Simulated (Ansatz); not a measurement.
Cost and result for the atomization energy of GaH4NO (`[NH2][GaH][OH]`) (7 atoms, 6 bonds).

The species carries charge 0 and has multiplicity 1. Correlated methods include outer-core shells of Ga, which these sets cover unevenly. Scalar relativity is left out up to krypton. Geometry: relaxed with PBE0-D4/def2-TZVP. It is one conformer, not always the lowest. Program: Ansatz. Hardware: A = 2 threads of an AMD EPYC 7R13 on a shared host; B = 2 threads of an AMD EPYC 7R13 on a shared host and a share of an NVIDIA H100 80 GB. Times are those of one run each, without the atoms' runs, and a repeat can differ threefold. Electronic energies, without spin–orbit coupling; frozen cores. CCSD(T)/CBS adds CCSD(T) − MP2 in def2-TZVPP to the MP2 limit, and its time is that of the two runs behind it. T1 = 0.014. With those shells the extrapolation isn't a true limit. B3LYP takes the VWN-RPA correlation (the form of Gaussian; ORCA's B3LYP/G).

CCSD(T)/CBS is a level of theory with its own doubt, some kJ/mol a heavy atom from the limit and from the frozen cores, so smaller differences don't rank the functionals.

```csv
level,functions,wall time,atomization (kJ/mol),difference from CCSD(T)/CBS,per bond
PBE0-D4/def2-TZVPP [A],166,1.8 s,2174.8,-52.4,-8.7
PBE-D4/def2-TZVPP (with forces) [A],166,1.9 s,2232.1,4.9,0.8
CCSD(T)/def2-TZVPP [B],166,2.1 s,2160.5,-66.7,-11.1
B3LYP-D4/def2-TZVPP (with forces) [A],166,3.4 s,2193.7,-33.5,-5.6
r2SCAN-D4/def2-TZVPP (with forces) [A],166,3.8 s,2200.7,-26.5,-4.4
B2PLYP/def2-TZVPP [A],166,3.8 s,2183.8,-43.4,-7.2
ωB97X-V/def2-TZVPP [A],166,5.5 s,2217.1,-10.1,-1.7
CCSD(T)/def2-QZVPP [B],323,6 s,2204.5,-22.7,-3.8
ωB97M-V/def2-TZVPP (with forces) [A],166,7 s,2205.8,-21.4,-3.6
CCSD(T)/CBS(def2),–,8.1 s,2227.2,0.0,0.0
```

From PBE to PBE0 (25 % exact exchange), in def2-TZVPP and without D4, the atomization energy moves by −55.6 kJ/mol: exact exchange takes away binding that semilocal exchange gives to molecules. In def2-TZVPP, CCSD(T) changes the Hartree–Fock value by +696.2 kJ/mol (the triples alone add +36.6 kJ/mol) and MP2 by +737.3 kJ/mol; breaking electron pairs costs correlation energy, which Hartree–Fock lacks. The D4 term adds +15.9 kJ/mol with B3LYP and +8.2 kJ/mol with PBE0; it sums over pairs of atoms, weighted by their polarisabilities, and B3LYP, whose exchange is more repulsive, gets the larger term.
